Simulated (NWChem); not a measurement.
BeSiH₄S; SMILES [SiH3][Be][SH]

```xyz
7

Be    -0.0399     0.1597     0.0043
S     -0.0570     2.0746    -0.0002
H      1.2966     2.1330    -0.0005
Si    -0.0154    -2.0168     0.0002
H     -0.9833    -2.5858    -0.9936
H     -0.3673    -2.5950     1.3377
H      1.3404    -2.5489    -0.3611
```
Atoms are numbered in this order, from 1.

Computed with NWChem. Pople sets run with spherical d functions. Coordinates come from a PBE0/def2-SVP optimisation. Ions are spin-unrestricted doublets at the neutral geometry; other ion states weren't tried. Functional: LC-ωPBE (HJS hole) with 6-31G*; rows give the range parameter ω in 1/bohr.

```
range parameter (1/bohr)  vertical ionisation energy, ΔSCF (eV)  −ε(HOMO) (eV)  ΔSCF minus −ε(HOMO) (eV)
------------------------  -------------------------------------  -------------  ------------------------
0.15                                                      10.04           8.69                      1.35
0.30                                                      10.32          10.01                      0.31
0.40                                                      10.45          10.54                     -0.09
0.50                                                      10.54          10.88                     -0.34
0.60                                                      10.59          11.10                     -0.51
```
